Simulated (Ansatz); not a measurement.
CH2AlF, SMILES `F[C][AlH2]` (excited singlet) (charge 0, multiplicity 1). This singlet is an excited state, 0.62 eV above the relaxed triplet at the level frozen-core CCSD(T)/cc-pVTZ // PBE0-D3(BJ)/def2-TZVP (Ansatz, a first-principles code).

Z-matrix (Å, degrees):
```
Al
H 1 1.5807
H 1 1.5807 2 129.35
C 1 1.8946 2 112.57 3 -151.37
F 4 1.2744 1 147.84 2 -101.85
```
Charge 0, multiplicity 1.

Frozen-core energies in cc-pVDZ from Ansatz at a geometry from PBE0-D3(BJ)/def2-TZVP; the HF reference has <S^2> = 0.00 (restricted, and unstable towards unrestricted orbitals) and the T1 diagnostic is 0.028.

| level | energy (Ha) | difference from CCSDT(Q) (mHa) |
|---|---|---|
| HF | -380.23247 | 410.44 |
| MP2 | -380.59225 | 50.67 |
| CCSD | -380.62871 | 14.20 |
| CCSD(T) | -380.64011 | 2.80 |
| CCSDT | -380.64171 | 1.20 |
| CCSDT(Q) | -380.64291 | 0.00 |
